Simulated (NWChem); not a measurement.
# Correlation energy of Te (-1)

```xyz
1

Te     0.0000     0.0000     0.0000
```
Charge -1, spin multiplicity 2.

Program: NWChem.

Basis set: def2-SVPD. Each correlation energy counts from its own Hartree-Fock reference.

Effective core potentials replace the inner electrons of Te; spin-orbit coupling is left out. The correlated methods keep 4 core orbitals frozen. The stability of the SCF solutions was not checked. Open-shell Hartree-Fock references start from PBE0 orbitals. Coupled-cluster values serve here as a point of comparison, not as the truth.

Problem. Order these methods by the correlation energy they give, lowest first: UMP2, SCS-UMP2, CCSD on UHF, CCSD[T] on UHF.

Solution. CCSD[T] on UHF (-120.8 mHa), CCSD on UHF (-117.6 mHa), UMP2 (-105.5 mHa), SCS-UMP2 (-99.6 mHa)
